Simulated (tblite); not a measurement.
C₆H₄ClF₂ (doublet state).
SMILES: `F[C]1C=CC(F)=C[C@@H]1Cl`

Level: GFN2-xTB in tblite, geometry and Hessian alike; calculated harmonic values, unscaled, isolated species. This tight-binding method is rough: wavenumbers can miss measured ones by several per cent, in bad cases by 10 to 20. Open shells enter through the occupations alone, without spin polarisation, and single modes of such species can be off by tens of per cent.

Harmonic wavenumbers (cm⁻¹): 80.8, 122.5, 145.6, 227.0, 326.8, 352.7, 379.1, 410.0, 416.9, 505.1, 589.6, 628.7, 717.3, 775.0, 818.6, 833.9, 887.3, 980.9, 1042.6, 1070.6, 1129.2, 1165.6, 1206.5, 1227.9, 1319.9, 1349.6, 1418.3, 1510.1, 1568.8, 3003.7, 3113.8, 3121.9, 3131.5.

A = 1974, B = 1112, C = 801.6 MHz; mass 148.997 u (most abundant isotopes); point group C1, symmetry number 1; spin multiplicity 2.

Problem. What is the zero-point energy?

Solution. Half the sum of the wavenumbers: 17789 cm⁻¹ = 212.80 kJ/mol.

Problem. What is S at 273.15 K and 1 bar for an ideal gas of classical rigid rotors and harmonic oscillators?

Solution. Translation 169.44, rotation 122.72, vibration 74.94, spin (R ln 2) 5.76: S = 372.9 J/(mol K).

Problem. And Cp and H(273.15 K) − H(0)?

Solution. Cp = 125.60 J/(mol K), of which vibrations give 92.34 (their classical limit is 33 R = 274.4); H(273.15 K) − H(0) = 20.93 kJ/mol without the zero-point energy, 11.85 from vibrations.

Problem. Blend soft modes into free rotors: weight 1/[1 + (100 cm⁻¹/ν̃)⁴] for the oscillator and the rest for a rotor with moment μB/(μ + B), μ = h/(8π²ν), B = 10⁻⁴⁴ kg m². What vibrational entropy results?

Solution. 72.38 J/(mol K) in place of 74.94, which changes −T·S at 273.15 K by +0.70 kJ/mol.

Problem. What must be added to the electronic energy to get the Gibbs energy at 273.15 K and 1 bar?

Solution. ZPE + [H(273.15 K) − H(0)] − T·S = 212.80 + 20.93 − 101.85 = 131.88 kJ/mol.

Problem. How do the functions run with temperature in this model?

Solution. 
```
T (K)  S (J/(mol K))  Cp (J/(mol K))  H − H(0) (kJ/mol)  G − H(0) (kJ/mol)  ln q(vib)
  100          282.9            62.9               4.54             -23.76       0.76
  200          337.9            99.8              12.68             -54.90       2.43
  300          385.1           134.6              24.43             -91.09       4.31
  500          467.6           189.2              57.21            -176.59       8.23
  800          567.6           234.7             121.59            -332.52      13.86
 1000          622.0           252.2             170.39            -451.62      17.29
```

q(vib) and H(0) count from the zero-point level.

Problem. Which modes carry the vibrational entropy at 273.15 K?

Solution. 80.8 cm⁻¹: 15.48; 122.5 cm⁻¹: 12.10; 145.6 cm⁻¹: 10.72; 227.0 cm⁻¹: 7.31; 326.8 cm⁻¹: 4.75; 352.7 cm⁻¹: 4.27 J/(mol K); the other 27 give 20.31 together.

Hindered rotation and anharmonicity are outside this model. The structure is chiral; the term R ln 2 for an equal mix with its mirror image is left out.
